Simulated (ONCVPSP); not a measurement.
**Mn (Z = 25): one change to an ONCV potential, before and after**

- Element: manganese
- Generator: ONCVPSP 4.0.1
- Type: optimised norm-conserving Vanderbilt (ONCV)
- Functional: PBE
- Relativity: fully relativistic
- Frozen core: [Ar]
- Valence charge: 7
- Reference configuration: 3d5 4s2
- Partial waves: 4s: rc 2.05 bohr, ncon 4, nbas 8, qcut 3.1 1/bohr, 2 projectors, debl 2.7 Ha; p scattering state at 0.06 Ha: rc 2.20 bohr, ncon 5, nbas 9, qcut 3.5 1/bohr, 2 projectors, debl 3.2 Ha; 3d: rc 1.10 bohr, ncon 4, nbas 8, qcut 14 1/bohr, 2 projectors, debl 2.7 Ha
- Local potential: polynomial inside 1.00 bohr (lpopt 5, dvloc0 -1 Ha)
- Core correction: polynomial model core, fcfact 0.55

Open shells are filled in proportion to 2j + 1.

Change: p: nproj 1.

Cutoffs: the cutoffs (Ha) at which the residual kinetic energy of the hardest occupied pseudo-wave falls to 1 and 0.1 mHa per electron; they do not see the model core or the augmentation charge, which bear on the density cutoff. Errors are all-electron minus pseudo energies relative to the spin-unpolarised reference configuration.

Task: What does the change do?

Result: The potential gets neither clearly harder nor softer (74 Ha and 84 Ha → 74 Ha and 84 Ha); the bound ghosts move from s to p, s; the errors of the 4 common tests hardly move.

| quantity | base | changed |
| --- | --- | --- |
| cutoff, loose | 74 Ha | 74 Ha |
| cutoff, tight | 84 Ha | 84 Ha |
| bound ghosts | s | s, p3/2, p1/2 |
| GHOST(+) flags under 300 eV | p3/2 at 68.4 eV, p1/2 at 68.9 eV | none |
| error for 3d5 4s1, meV [ΔE 8.42 eV] | -8.8 | -8.8 |
| error for 3d5 4s0, meV [ΔE 24.02 eV] | -50 | -50 |
| error for 3d4 4s0, meV [ΔE 56.53 eV] | -162 | -162 |
| error for 3d4 4s2, meV [ΔE 13.19 eV] | -234 | -234 |
| s: phases at 2.08 bohr within 0.05 rad from the reference energy up to (Ha; the scan ends near 5) | 3.9 | 3.9 |
| p3/2: phases at 2.23 bohr within 0.05 rad from the reference energy up to (Ha; the scan ends near 5) | 2.3 | 2.5 |
| p1/2: phases at 2.23 bohr within 0.05 rad from the reference energy up to (Ha; the scan ends near 5) | 2.3 | 2.5 |
| d5/2: phases at 1.12 bohr within 0.05 rad from the reference energy up to (Ha; the scan ends near 5) | to the end of the scan | to the end of the scan |
| d3/2: phases at 1.12 bohr within 0.05 rad from the reference energy up to (Ha; the scan ends near 5) | to the end of the scan | to the end of the scan |
| rms error of d²Exc/dni dnj with the model core, mHa | 5.52 | 5.52 |

 A true bound ghost makes a file unfit for plane-wave use even where its test errors are small: the radial tests pick states by their node count and pass the ghost by.
